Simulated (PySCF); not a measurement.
## `COC1=C[P@@H](=O)CC1` in a uniform electric field

Compound: C₅H₉O₂P.
Cartesian coordinates in Å at the GFN2-xTB level; atoms count from 1:
```
atom  x, y, z in Å
C1    -2.7444    0.3291    0.1392
O2    -1.7206   -0.2415   -0.6483
C3    -0.4529   -0.0509   -0.2510
C4     0.0045    0.6194    0.8146
P5     1.7932    0.5212    0.8893
O6     2.4424    0.2974    2.1814
C7     1.8750   -0.8112   -0.3730
C8     0.5757   -0.6758   -1.1621
H9    -3.6813    0.0654   -0.3473
H10   -2.6457    1.4174    0.1847
H11   -2.7289   -0.0777    1.1545
H12   -0.5889    1.1245    1.5553
H13    2.2741    1.6580    0.2310
H14    1.9043   -1.7527    0.1838
H15    2.7628   -0.7601   -1.0025
H16    0.7151   -0.0175   -2.0236
H17    0.2086   -1.6330   -1.5357
```

Level: PBE0/def2-SVPD (PySCF); nuclei fixed, core orbitals frozen in the response. Permanent dipole (-3.535, 0.178, -3.605) D (1 au = 2.5417 D). Static polarisability (au):

```
x   102.86   0.84   7.90
y     0.84  73.42   8.55
z     7.90   8.55  84.33
```

Only the terms in μ and α are kept: μ(F) = μ + αF and ΔE = −μ·F − ½ F·αF.

(1) Apply 0.002 au along ±x, ±y and ±z in turn. Tabulate induced and total dipoles and both energy terms.

(2) For the field (0.0014, 0.0000, 0.0008) au, what is the induced dipole, and what angle does it make with the field?

(3) At what field along the permanent dipole would the induced dipole along it equal the permanent one, in this linear picture?

(4) What field makes μF equal to kT at 298 K?

(5) A unit point charge sits 10 Å away. Estimate the induction energy −αe²/2R⁴ with the mean polarisability, treating the molecule as a point.

## Answers

(1) 
```
field along  induced x (D)  induced y (D)  induced z (D)  total size (D)  −μ·F (kJ/mol)  −½F·αF (kJ/mol)
         +x          0.523          0.004          0.040           4.671         +7.303           -0.540
         −x         -0.523         -0.004         -0.040           5.457         -7.303           -0.540
         +y          0.004          0.373          0.043           5.045         -0.368           -0.386
         −y         -0.004         -0.373         -0.043           5.087         +0.368           -0.386
         +z          0.040          0.043          0.429           4.728         +7.448           -0.443
         −z         -0.040         -0.043         -0.429           5.392         -7.448           -0.443
```

(2) αF = (0.382, 0.020, 0.200) D, at 3.5° to the field. The polarisability along this direction, F·αF/F², is 105.10 au, against a mean of 86.87 au.

(3) The polarisability along the dipole is 100.81 au, so F = 1.9877 au / 100.81 au = 0.0197 au = 1.01 V/Å; higher-order terms are ignored.

(4) kT = 0.9437 × 10⁻³ Eh, so F = 0.000475 au = 2.44 MV/cm.

(5) R = 18.90 bohr, so the energy is −86.9/(2 × 18.90⁴) Eh = -0.894 kJ/mol. The charge–dipole term at its most favourable orientation, −μe/R², is -14.6 kJ/mol.

Geometry: GFN2-xTB, one conformer, isolated molecule.
